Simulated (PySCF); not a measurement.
Vertical excitations of a molecule C3H8OSi2 from TDDFT-PBE/def2-SVPD run with PySCF, as energy in eV (oscillator strength): 5.34 (0.002), 5.50 (0.096), 5.77 (0.001), 5.97 (0.000), 6.06 (0.000), 6.07 (0.002), 6.46 (0.106), 6.52 (0.025), 6.58 (0.080), 6.70 (0.026). Lowest triplet (TDA): 4.61 eV. Geometry: B3LYP-D3(BJ)/def2-SVP. One conformer was computed; it need not be the lowest.

Task: Which structure fits?
(A) O[SiH2]C#CC[SiH3]
(B) C[Si@H](O)C#C[SiH3]
(C) C#C[Si@H](C)O[SiH3]
(D) O[SiH2]C1=CC[SiH2]1

Result: A, O[SiH2]C#CC[SiH3]
